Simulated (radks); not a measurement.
Excited configurations of neutral antimony: one electron is placed in a higher orbital outside [Kr] 4d10 5s2 5p2. The ground configuration is [Kr] 4d10 5s2 5p3. Calculated with a radial shooting solver on a logarithmic mesh with Libxc functionals: Dirac Kohn-Sham, PBE, spin-unpolarised, spherical densities, point nucleus; open shells fill j = l - 1/2 first. Excitation = E - E(ground); binding = E(ion) - E, where the ion is the core of charge +1; n* = 1/sqrt(2 binding) in atomic units, and the quantum defect is n - n*.

| outer orbital | excitation (eV) | binding (eV) | n* | quantum defect | eigenvalue (eV) | <r> (bohr) |
|---|---|---|---|---|---|---|
| 5d3/2 | 6.066 | 1.894 | 2.680 | 2.320 | -0.661 | 8.109 |
| 5f5/2 | 7.324 | 0.636 | 4.625 | 0.375 | -0.366 | 28.96 |
| 6d3/2 | 6.775 | 1.184 | 3.389 | 2.611 | -0.640 | 15.73 |
| 7s1/2 | 6.377 | 1.583 | 2.932 | 4.068 | -0.963 | 13.87 |
| 7p1/2 | 6.735 | 1.225 | 3.332 | 3.668 | -0.731 | 17.16 |
| 7d3/2 | 7.200 | 0.760 | 4.232 | 2.768 | -0.463 | 26.63 |

The Delta-SCF ionisation energy is 7.960 eV (NIST Atomic Spectra Database: 8.608 eV, measured). Self-interaction in the functional shifts the binding energies and quantum defects, so they are the method's values and not measured ones. Spin polarisation and multiplet splitting are left out, so open shells lie too high by an amount that depends on their filling.

Beside tabulated values, note that spin-unpolarised runs miss the spin-polarisation part of the exchange energy of open shells.
